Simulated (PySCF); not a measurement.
## HGaO + Br₂ → GaOBr + HBr

Level: PBE0 in the def2-TZVP basis family, all electrons, no relativity, computed in PySCF with density fitting; open shells unrestricted.

```json
{"species": "HGaO", "state and structure": "singlet, C∞v, Ga–H 1.524 Å, Ga–O 1.639 Å; H–Ga–O 180.0°", "E (Eh)": "-2000.33813", "ZPE (kJ/mol)": "24.5", "H(298 K) − H(0) (kJ/mol)": "9.9", "S° (J/(mol K))": "229.7"}
{"species": "Br₂", "state and structure": "singlet, D∞h, Br–Br 2.281 Å", "E (Eh)": "-5147.70672", "ZPE (kJ/mol)": "2.0", "H(298 K) − H(0) (kJ/mol)": "9.7", "S° (J/(mol K))": "244.8"}
{"species": "GaOBr", "state and structure": "singlet, C∞v, Ga–Br 2.223 Å, Ga–O 1.645 Å; Br–Ga–O 180.0°", "E (Eh)": "-4573.65962", "ZPE (kJ/mol)": "9.3", "H(298 K) − H(0) (kJ/mol)": "13.3", "S° (J/(mol K))": "277.9"}
{"species": "HBr", "state and structure": "singlet, C∞v, H–Br 1.421 Å", "E (Eh)": "-2574.45811", "ZPE (kJ/mol)": "16.0", "H(298 K) − H(0) (kJ/mol)": "8.7", "S° (J/(mol K))": "198.5"}
```

(1) What is the electronic reaction energy?

(2) Add zero-point, thermal and entropy terms for 298.15 K and 1 bar.

Answers

(1) At PBE0/def2-TZVP, ΔE = -191.3 kJ/mol from the differences of the total energies times 2625.5, downhill. 

(2) ΔZPE = -1.2 and Δ[H(298) − H(0)] = 2.4 kJ/mol give ΔH° = -190.1 kJ/mol. ΔS° = 1.9 J/(mol K), so ΔG° = -190.1 − 298.15 × (0.0019) = -191 kJ/mol.

The structures come from searches over a few start shapes, so lower isomers are not excluded.
